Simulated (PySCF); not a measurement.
## Ni³⁺: interval between two levels

Ni³⁺ [Ar] 3d7 [4F9/2, M_J = 9/2] → Ni³⁺ [Ar] 3d6 4s1 [6D9/2, M_J = 9/2], as a difference of total energies. Computed with PySCF 2.14 in x2c-TZVPall-2c with one added diffuse shell each of s, p, d type (7s8p5d1f, 63 functions), with the two-component X2C-1e Hamiltonian. Correlated levels: [Ne] frozen. "Screened" scales the spin-orbit matrix elements by Boettger's factors to mimic the two-electron term; Breit and QED terms are absent.

```csv
method,interval between two levels (cm⁻¹)
GHF (spin-free),104310
GMP2 (spin-free),112720
GHF (screened spin-orbit),104610
GMP2 (screened spin-orbit),113030
```

The labels give the starting determinants; with spin-orbit coupling the two ends relaxed to ⟨J²⟩ = 24.75, ⟨L²⟩ = 12.03, ⟨S²⟩ = 3.74 and ⟨J²⟩ = 24.76, ⟨L²⟩ = 6.02, ⟨S²⟩ = 8.74.
